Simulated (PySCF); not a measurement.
# Correlation energy of Tc²⁺ (technetium, charge +2)

[Kr] 4d4 5s1, high-spin 6D determinant (an excited configuration). Calculation: PySCF 2.14, in ANO-RCC-VTZP (7s6p4d2f1g, 68 functions); scalar relativity by spin-free X2C-1e. Frozen: [Ar] 3d10; 13 electrons correlated.

```tsv
level	correlation energy (mhartree)
CCSD	-357.79
(T)	-8.23
CCSD(T)	-366.02
```

Diagnostics: T1 = 0.0053, D1 = 0.0228, largest double amplitude 0.024.

Cost of the coupled-cluster step: about 19 core-seconds, for 13 correlated electrons.

Iterations:

```
CC2 = 0
CCSD nocc = (np.int64(9), np.int64(4)), nmo = (54, 54)
frozen orbitals [[0, 1, 2, 3, 4, 5, 6, 7, 8, 9, 10, 11, 12, 13], [0, 1, 2, 3, 4, 5, 6, 7, 8, 9, 10, 11, 12, 13]]
max_cycle = 100
direct = 0
conv_tol = 1e-08
conv_tol_normt = 1e-06
diis_space = 8
diis_start_cycle = 0
Init t2, MP2 energy = -0.345798956633838
Init E_corr(UCCSD) = -0.345798956636184
cycle = 1  E_corr(UCCSD) = -0.353428904699307  dE = -0.00762994806  norm(t1,t2) = 0.0313767
cycle = 2  E_corr(UCCSD) = -0.357119827260603  dE = -0.00369092256  norm(t1,t2) = 0.00649592
cycle = 3  E_corr(UCCSD) = -0.357783845845119  dE = -0.000664018585  norm(t1,t2) = 0.00210731
cycle = 4  E_corr(UCCSD) = -0.357806874846898  dE = -2.30290018e-05  norm(t1,t2) = 0.000289982
cycle = 5  E_corr(UCCSD) = -0.357786131484652  dE = 2.07433622e-05  norm(t1,t2) = 0.000114572
cycle = 6  E_corr(UCCSD) = -0.357788522692116  dE = -2.39120746e-06  norm(t1,t2) = 2.96226e-05
cycle = 7  E_corr(UCCSD) = -0.357789431249513  dE = -9.08557397e-07  norm(t1,t2) = 4.97637e-06
cycle = 8  E_corr(UCCSD) = -0.357789335773217  dE = 9.54762959e-08  norm(t1,t2) = 9.80036e-07
cycle = 9  E_corr(UCCSD) = -0.357789335471128  dE = 3.02088965e-10  norm(t1,t2) = 8.55576e-07
UCCSD converged
E(UCCSD) = -4282.34156575713  E_corr = -0.3577893354711282
UCCSD(T) correction = -0.00822981334626911
```
